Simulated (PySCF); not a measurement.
# Structure from NMR data

An unknown has the formula C6H9O2P. Its calculated NMR data are:

1H NMR (600 MHz, computed): δ 4.37 (m, 2H), 3.58 (m, 2H), 2.40 (m, 1H), 2.11 (m, 2H), 1.88 (m, 2H).

13C{1H} NMR (computed): δ 98.8 (CH), 84.7 (C), 69.5 (CH2), 38.3 (CH2).

PySCF calculation with NMR shieldings at PBE0/pcSseg-1/GIAO and GFN2-xTB geometry; rapidly exchanging positions averaged, in vacuum, one conformer, no relativistic terms.

Chemical shifts δ = σref − σ; 1H (σ = 31.72 ppm), 13C (σ = 186.93 ppm) against TMS, all at this level.

Which of these isomers gave the spectra?
A. CP(C)(=O)c1ccoc1
B. O=P1(CO)C=CCC=C1
C. C=C(C)[P@@](=O)(O)C#CC
D. C#CP1(=O)CCOCC1

Answers

D. 

1. 4 carbon signals for 6 carbons: some carbons are equivalent by symmetry or fast rotation.
2. Carbon types of the structure: 1 × C, 1 × CH, 4 × CH2, which accounts for all hydrogens.
3. δC 98.8: terminal alkyne carbon; the triple bond shields along its axis, which puts it between sp3 and sp2 carbons.
4. δC 84.7: alkyne carbon; sp carbons lie upfield of alkene carbons because the cylindrical π system leaves one tensor component strongly shielded.
5. δC 69.5: sp3 CH2 bonded to O; pulled downfield by the heteroatom.
6. δH 4.37, 3.58: hydrogen on an sp3 CH2 bonded to O; its carbon carries O, hence the downfield position.
7. δH 2.40: hydrogen on a terminal alkyne carbon; it lies on the axis of the triple bond, in its shielding cone.

The others: CP(C)(=O)c1ccoc1 would give 5 carbon signals, not 4; C=C(C)[P@@](=O)(O)C#CC would give 6 carbon signals, not 4; O=P1(CO)C=CCC=C1 has carbons computed at 149.4, 135.8, 67.9, 33.8, with a different DEPT pattern.

Splittings by 31P in the carbon and heteronuclear signals aren't shown, as no couplings were computed. Shifts are as computed. Against solution values, carbons near 30 ppm lie about +3 ppm off and those near 130 ppm about +5 ppm. Of 1211 compounds with measured shifts, 218 miss one by over three times the rms of a fit or turn the order of signals round; such compounds aren't used in these exercises. Multiplicities follow the n + 1 count of equivalent neighbours, as no J values were calculated; m marks all less simple cases, F and P coupling included.
